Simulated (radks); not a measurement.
Q: All-electron atom: S IV in [Ne] 3s1.75 3p1 4s0.25 (fractional occupations, a model configuration). All-electron calculation, non-relativistic Kohn-Sham, PBE, spin-polarised, spherical densities, point nucleus; open shells are filled with parallel spins first. Program: a radial shooting solver on a logarithmic mesh with Libxc functionals. Some entries of the table are withheld. Estimate them.

orbital  occ.  eigenvalue (eV)  <r^2> (bohr^2)  <1/r> (bohr^-1)
1s up       1        -2443.249         0.01273            15.56
1s down     1        -2442.972         0.01272            15.56
2s up       1        -254.4268          0.2738            3.053
2s down     1        -254.1107          0.2735            3.053
2p up       3        -200.6971          0.2432            2.961
2p down     3        -200.3079          0.2427            2.962
3s up       1         -54.4925           2.607           0.9122
3s down  0.75         -52.1464           2.623           0.9143
3p up       1         -42.5535           3.111           0.8230
3p down     0         -40.2643           3.162           0.8207
3d up       0         -26.0721             (1)           0.6276
3d down     0         -24.0425             (2)           0.6205
4s up    0.25         -20.3182           13.53           0.3941
4p up       0         -16.8845           16.81           0.3544
4f up       0         -10.2011             (3)           0.2501

A: 
(1) 3d up <r^2> (bohr^2): 4.447
(2) 3d down <r^2> (bohr^2): 4.625
(3) 4f up <r^2> (bohr^2): 23.45
